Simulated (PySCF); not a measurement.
Record of a relaxation.

Species: C₇H₈O₃S.
Bonds: C1–S2, S2–O3 (double), S2–O4 (double), S2–O5, O5–C6, C6–C7 (aromatic), C7–C8 (aromatic), C8–C9 (aromatic), C9–C10 (aromatic), C10–C11 (aromatic), C6–C11 (aromatic). Hydrogens: H12, H13, H14 on C1; H15 on C7; H16 on C8; H17 on C9; H18 on C10; H19 on C11.

Method: PBE0-D3(BJ)/def2-SVP geometry optimisation, gas phase in PySCF; density fitting, grid level 1; the optimiser is geomeTRIC in internal coordinates, started from a GFN2-xTB structure. 4 of its 8 geometries are shown. The frame can shift and turn from step to step; on so coarse a grid that alone can change the energy by a few meV, and forces under 0.02 eV/Å are noise.

Step 0: E = -24331.9172 eV, largest atomic force 1.604 eV/Å
```
atom  x, y, z in Å  |  force x, y, z in eV/Å
C1      3.495    0.407    0.175   -0.999   0.133  -0.124
S2      1.857    1.052   -0.171    1.462  -0.362   0.238
O3      1.718    1.329   -1.565   -0.084  -0.042  -1.601
O4      1.525    2.086    0.756   -0.335   0.900   1.285
O5      1.057   -0.304    0.204   -0.173  -0.660   0.203
C6     -0.318   -0.359    0.107   -0.091  -0.037   0.004
C7     -1.076    0.726   -0.306    0.009   0.023  -0.005
C8     -2.454    0.602   -0.379    0.070  -0.064   0.026
C9     -3.073   -0.591   -0.047   -0.090   0.016  -0.013
C10    -2.308   -1.671    0.363    0.051   0.055  -0.013
C11    -0.932   -1.560    0.443    0.321   0.116  -0.012
H12     3.513    0.109    1.214    0.055  -0.165   0.546
H13     4.210    1.196   -0.016    0.230   0.483  -0.136
H14     3.657   -0.434   -0.484    0.131  -0.448  -0.334
H15    -0.585    1.649   -0.563    0.037   0.463  -0.144
H16    -3.045    1.446   -0.699   -0.236   0.390  -0.148
H17    -4.147   -0.681   -0.107   -0.466  -0.029  -0.029
H18    -2.783   -2.605    0.624   -0.183  -0.406   0.115
H19    -0.321   -2.390    0.761    0.294  -0.365   0.141
```

Step 2: E = -24332.0321 eV, largest atomic force 0.134 eV/Å
```
atom  x, y, z in Å  |  force x, y, z in eV/Å
C1      3.888    0.357    0.162    0.029  -0.011   0.010
S2      2.307    1.050   -0.207    0.050   0.040  -0.020
O3      2.202    1.301   -1.631   -0.033  -0.024   0.070
O4      1.991    2.092    0.750   -0.020  -0.063  -0.042
O5      1.441   -0.302    0.165    0.111   0.006   0.018
C6      0.067   -0.322    0.046    0.024   0.079  -0.029
C7     -0.676    0.781   -0.372   -0.129  -0.035   0.000
C8     -2.062    0.658   -0.459    0.013   0.001  -0.001
C9     -2.696   -0.540   -0.137   -0.008  -0.003   0.000
C10    -1.934   -1.633    0.278   -0.001   0.017  -0.005
C11    -0.550   -1.529    0.372    0.015   0.034  -0.012
H12     3.905    0.066    1.219    0.002  -0.009   0.005
H13     4.616    1.155   -0.035   -0.023  -0.008   0.000
H14     4.058   -0.498   -0.502   -0.002  -0.009   0.004
H15    -0.190    1.723   -0.626   -0.029  -0.008   0.002
H16    -2.649    1.519   -0.786   -0.003  -0.004   0.000
H17    -3.783   -0.623   -0.210   -0.001  -0.002  -0.001
H18    -2.420   -2.577    0.533    0.001   0.001  -0.001
H19     0.068   -2.368    0.694    0.003  -0.001   0.000
```

Step 5: E = -24332.0347 eV, largest atomic force 0.057 eV/Å
```
atom  x, y, z in Å  |  force x, y, z in eV/Å
C1      3.889    0.353    0.170    0.007   0.005  -0.001
S2      2.314    1.058   -0.206    0.005  -0.016  -0.003
O3      2.208    1.299   -1.631   -0.004   0.003   0.007
O4      1.999    2.104    0.744   -0.002   0.000  -0.002
O5      1.441   -0.286    0.171    0.004   0.011   0.012
C6      0.066   -0.307    0.046    0.015   0.005  -0.010
C7     -0.691    0.788   -0.370   -0.005   0.010  -0.002
C8     -2.075    0.651   -0.461    0.003  -0.003   0.001
C9     -2.699   -0.553   -0.143    0.023   0.003   0.001
C10    -1.923   -1.636    0.271   -0.025  -0.049   0.013
C11    -0.540   -1.520    0.368   -0.017   0.040  -0.017
H12     3.901    0.067    1.228    0.000   0.001  -0.001
H13     4.624    1.143   -0.031    0.000  -0.001   0.001
H14     4.052   -0.509   -0.488   -0.001   0.001   0.002
H15    -0.217    1.737   -0.621    0.000  -0.001   0.001
H16    -2.669    1.508   -0.786    0.002  -0.001   0.000
H17    -3.784   -0.647   -0.218    0.004  -0.005   0.001
H18    -2.398   -2.586    0.523   -0.003  -0.004   0.000
H19     0.086   -2.354    0.688   -0.006   0.003  -0.002
```

Step 7: E = -24332.0350 eV, largest atomic force under 0.02 eV/Å
```
atom  x, y, z in Å  |  force x, y, z in eV/Å
C1      3.890    0.357    0.174   -0.006  -0.001   0.000
S2      2.314    1.060   -0.204    0.001  -0.001  -0.008
O3      2.206    1.296   -1.629    0.000   0.002  -0.007
O4      1.999    2.111    0.742    0.001   0.005   0.009
O5      1.441   -0.281    0.179    0.000   0.004   0.017
C6      0.066   -0.303    0.048   -0.004  -0.006  -0.010
C7     -0.694    0.790   -0.367   -0.001   0.001   0.002
C8     -2.077    0.647   -0.462    0.000  -0.001   0.000
C9     -2.697   -0.560   -0.149    0.000  -0.001  -0.001
C10    -1.921   -1.642    0.266    0.005   0.008  -0.002
C11    -0.539   -1.518    0.365    0.003  -0.009   0.000
H12     3.903    0.076    1.233    0.001   0.000   0.002
H13     4.625    1.145   -0.032   -0.002   0.003   0.000
H14     4.051   -0.508   -0.481    0.001  -0.001   0.001
H15    -0.223    1.741   -0.614   -0.001   0.001   0.001
H16    -2.674    1.502   -0.788   -0.001   0.000  -0.001
H17    -3.782   -0.658   -0.227   -0.001   0.000  -0.001
H18    -2.394   -2.595    0.515    0.001   0.000  -0.001
H19     0.089   -2.351    0.686    0.001  -0.002   0.000
```

**Question.** Summarise the path.

**Answer.** The energy falls by 11.36 kJ/mol from step 0 to step 7; nine tenths of that is first reached at step 1. It never rises by more than 0.2 meV. The largest force goes from 1.604 to under 0.02 eV/Å. Among the bonds C1–S2 changes most (a near tie, within 0.001 Å, with another), from 1.794 to 1.766 Å; the atoms move by 0.048 Å rms after alignment.

**Question.** Follow the three bonds and two angles with the largest change from start to end.

**Answer.** 
```tsv
step	E above end (kJ/mol)	largest force (eV/Å)	C1–S2 (Å)	S2–O5 (Å)	S2=O4 (Å)	O3–S2–O4 (°)	S2–C1–H13 (°)
0	11.36	1.604	1.794	1.619	1.428	118.1	107.9
1	0.54	0.523	1.763	1.652	1.452	120.7	104.7
2	0.28	0.134	1.765	1.649	1.450	120.6	105.8
3	0.25	0.213	1.766	1.646	1.448	120.5	106.1
4	0.02	0.087	1.766	1.646	1.449	120.6	105.7
5	0.02	0.057	1.766	1.646	1.449	120.6	105.7
6	0.01	0.039	1.766	1.646	1.449	120.6	105.8
7	0.00	under 0.02	1.766	1.645	1.449	120.5	105.8
```

The cost below is that of the whole optimisation. Cost: about 7 min of CPU time on one thread; the machine was shared, so the figure is rough.
